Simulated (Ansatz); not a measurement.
Clusters of 7 atoms, doped: PBE-D4/def2-SVP single points in Ansatz on relaxed structures, gas phase. Each cluster is the lowest isomer that a short search found in that spin, judged at the geometry's level, and lower ones may exist. Core potentials for Pt, Sb, Sn, W, Zr, no spin–orbit coupling. HOMO and LUMO are taken over both spins. The structures are stationary points that may keep the symmetry of their start. Remarks come from the PBE and PBE0 runs and from stability tests at other levels; not every state was tested.

(1) Estimate the order by gap (eV), lowest first.
A. Na6Sb (doublet)
B. CuSi6⁺ (singlet)
C. SnGe6 (singlet)
D. Si6W⁺ (doublet)
E. B6Pt⁺ (doublet)
F. ZrAl6⁺ (doublet)
G. Ge6N (doublet)

(1) A (0.37), F (0.50), G (0.57), E (0.62), D (0.68), B (1.61), C (1.71).

In full:

```json
{"species": "Ge6N", "atoms": "7", "state": "doublet", "geometry": "PBE-D4/def2-SVP", "HOMO (eV)": "-4.50", "LUMO (eV)": "-3.93", "gap (eV)": "0.57", "point group (within 0.1 Å)": "–", "remarks": "–"}
{"species": "ZrAl6⁺", "atoms": "7", "state": "doublet", "geometry": "B3LYP-D4/def2-SVP", "HOMO (eV)": "-7.97", "LUMO (eV)": "-7.48", "gap (eV)": "0.50", "point group (within 0.1 Å)": "C2v", "remarks": "spin-contaminated (⟨S²⟩ up to 0.83)"}
{"species": "Si6W⁺", "atoms": "7", "state": "doublet", "geometry": "PBE-D4/def2-SVP", "HOMO (eV)": "-9.30", "LUMO (eV)": "-8.62", "gap (eV)": "0.68", "point group (within 0.1 Å)": "–", "remarks": "–"}
{"species": "CuSi6⁺", "atoms": "7", "state": "singlet", "geometry": "B3LYP-D4/def2-SVP", "HOMO (eV)": "-9.89", "LUMO (eV)": "-8.28", "gap (eV)": "1.61", "point group (within 0.1 Å)": "–", "remarks": "restricted SCF unstable in HF"}
{"species": "SnGe6", "atoms": "7", "state": "singlet", "geometry": "PBE-D4/def2-SVP", "HOMO (eV)": "-5.39", "LUMO (eV)": "-3.69", "gap (eV)": "1.71", "point group (within 0.1 Å)": "C2v", "remarks": "–"}
{"species": "B6Pt⁺", "atoms": "7", "state": "doublet", "geometry": "r2SCAN-D4/def2-SVP", "HOMO (eV)": "-10.54", "LUMO (eV)": "-9.92", "gap (eV)": "0.62", "point group (within 0.1 Å)": "Cs", "remarks": "–"}
{"species": "Na6Sb", "atoms": "7", "state": "doublet", "geometry": "PBE-D4/def2-SVP", "HOMO (eV)": "-2.17", "LUMO (eV)": "-1.80", "gap (eV)": "0.37", "point group (within 0.1 Å)": "–", "remarks": "–"}
{"species": "MgB6", "atoms": "7", "state": "singlet", "geometry": "PBE0-D4/def2-SVP", "HOMO (eV)": "-4.83", "LUMO (eV)": "-4.30", "gap (eV)": "0.53", "point group (within 0.1 Å)": "–", "remarks": "restricted SCF unstable in HF"}
```

The gap (eV) runs from 0.37 (Na6Sb) to 1.71 (SnGe6).
